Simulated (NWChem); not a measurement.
System: MgSiH$_{4}$; SMILES [MgH][SiH3]

```xyz
6

Mg    -0.1833    -1.4536    -0.0024
H     -0.2413    -3.1676    -0.0034
Si    -0.0987     1.1374    -0.0010
H      1.2871     1.6852     0.2662
H     -0.9928     1.7615     1.0491
H     -0.5307     1.7467    -1.3177
```
Atoms are numbered in this order, from 1.

All runs use the structure optimised with PBE-D3(BJ)/def2-SVP.

 Unshifted, non-relativistic core excitations; the lowest 4 roots alone, so stronger bands may lie above.

Question: List the first Si K-edge excitations from B3LYP/6-311G** (spherical d), restricted-window TDA (NWChem).

Answer: 
```csv
state,energy (eV),dipole oscillator strength,leading excitation (squared amplitude)
S1,1795.7,0.0002,1s of atom 3 or its equivalents → LUMO (0.97)
S2,1795.7,0.0002,1s of atom 3 or its equivalents → LUMO+1 (0.97)
S3,1795.9,0.0010,1s of atom 3 or its equivalents → LUMO+2 (0.99)
S4,1797.7,0.0022,1s of atom 3 or its equivalents → LUMO+3 (0.92)
```
